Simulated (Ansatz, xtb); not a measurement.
# Two isomers of C4H5ClSi

Structure a is `Cl[SiH]1C=CC=C1`, a singlet and structure b is `ClC1=C[SiH2]C=C1`, a singlet. Both are isolated molecules in the gas phase, relaxed with B3LYP-D3(BJ)/def2-SVP.

a (Å):

```yaml
atoms:
  - { symbol: C, position_ang: [-1.9819, -0.9647, 0.4162] }
  - { symbol: C, position_ang: [-1.4438, -1.2354, 1.6248] }
  - { symbol: C, position_ang: [0.0111, -0.9546, 1.7986] }
  - { symbol: C, position_ang: [0.6716, -0.4526, 0.7331] }
  - { symbol: Cl, position_ang: [-0.1785, -1.3806, -2.3315] }
  - { symbol: Si, position_ang: [-0.5992, -0.2538, -0.6295] }
  - { symbol: H, position_ang: [-0.8151, 1.1457, -1.0819] }
  - { symbol: H, position_ang: [-3.0339, -1.1357, 0.1824] }
  - { symbol: H, position_ang: [-2.0150, -1.6460, 2.4648] }
  - { symbol: H, position_ang: [0.4861, -1.1632, 2.7636] }
  - { symbol: H, position_ang: [1.7364, -0.2150, 0.7518] }
```

b (Å):

```yaml
atoms:
  - { symbol: C, position_ang: [-0.7128, -1.0570, -0.6240] }
  - { symbol: C, position_ang: [-0.3275, -2.0067, 0.2529] }
  - { symbol: C, position_ang: [-0.9214, 0.4617, 1.2300] }
  - { symbol: C, position_ang: [-1.0411, 0.2986, -0.1039] }
  - { symbol: Cl, position_ang: [-0.8571, -1.3038, -2.3464] }
  - { symbol: Si, position_ang: [-0.3535, -1.1872, 1.9414] }
  - { symbol: H, position_ang: [-0.0723, -3.0204, -0.0549] }
  - { symbol: H, position_ang: [-1.3274, -1.7967, 2.8926] }
  - { symbol: H, position_ang: [0.9819, -1.1263, 2.6030] }
  - { symbol: H, position_ang: [-1.1363, 1.4128, 1.7209] }
  - { symbol: H, position_ang: [-1.3544, 1.0735, -0.8096] }
```

**Question.** Which of the two would you expect CCSD(T)/def2-SVP + ΔMP2/def2-TZVPP electronic energies to favour?

**Answer.** Structure a; the calculation gives E(b) − E(a) = +34.1 kcal/mol.

The same difference at several levels:

```
                             level               geometry  E(b) − E(a) (kcal/mol)  departure from the last row (kcal/mol)  job, with rough time for the two
                          GFN2-xTB               GFN2-xTB                     +20.3                                   −13.8              optimisation, 0.49 s
                         HF/STO-3G               GFN2-xTB                     +33.5                                    −0.6               single point, 2.6 s
                r2SCAN-D4/def2-SVP               GFN2-xTB                     +32.1                                    −2.1                single point, 12 s
             B3LYP-D3(BJ)/def2-SVP  B3LYP-D3(BJ)/def2-SVP                     +32.8                                    −1.4             optimisation, 2.4 min
                       HF/def2-SVP  B3LYP-D3(BJ)/def2-SVP                     +38.5                                    +4.3           part of the CCSD(T) run
                      MP2/def2-SVP  B3LYP-D3(BJ)/def2-SVP                     +33.3                                    −0.9           part of the CCSD(T) run
                  CCSD(T)/def2-SVP  B3LYP-D3(BJ)/def2-SVP                     +32.9                                    −1.2                      single point
CCSD(T)/def2-SVP + ΔMP2/def2-TZVPP  B3LYP-D3(BJ)/def2-SVP                     +34.1                                                     single point, 2.2 min
```

As drawn, b has 1 C–Cl, 1 Si–H in place of 1 Cl–Si, 1 C–H.

None of the levels shown reverses the order. The largest departure from CCSD(T)/def2-SVP + ΔMP2/def2-TZVPP is that of GFN2-xTB, 13.8 kcal/mol. The last row adds to CCSD(T) the change of the MP2 difference between the two basis sets, here +1.2 kcal/mol.

With thermal terms from frequencies at re-optimised GFN2-xTB minima (ideal gas, soft modes damped towards free rotors, one conformer each, 298.15 K, 1 atm): the zero-point term adds −2.1 kcal/mol; ΔH is +32.1 and ΔG +32.3 kcal/mol.

The correlated steps freeze 14 core orbitals. Run with Ansatz 0.2.0, xtb 6.7.1; the last row on 2 threads of Intel(R) Xeon(R) Processor @ 2.50GHz (Skylake/Cascade Lake) on a shared host.
